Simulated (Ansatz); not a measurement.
Basis-set extrapolation for C$_{3}$H$_{9}$BO, SMILES `BC(O)CC` (PBE0-D4/def2-TZVP geometry, frozen core, Ansatz). Multiplicity 1, RHF reference.

```tsv
	def2-TZVPP	def2-QZVPP
HF	-218.440463	-218.450702
MP2 correlation	-0.880712	-0.939357
CCSD(T) correlation	-0.963805	not run
```

Energies in hartree. Use E(X) = E(∞) + A·exp(−7.88·√X) for Hartree–Fock and E(X) = E(∞) + B·X^(−2.97) for correlation, with X = 3 and 4, and add CCSD(T) minus MP2 of the smaller set to the MP2 limit.

Question: What is the CCSD(T) energy at the basis-set limit?

Answer: HF limit: -218.450702 + (-0.010239) × 0.13774 = -218.45211. MP2 limit: -0.939357 + (-0.058645) × 0.74074 = -0.98280. Higher-order term: -0.963805 − (-0.880712) = -0.08309. Total: -219.51800 hartree, 298.6 kJ/mol below CCSD(T)/def2-TZVPP.
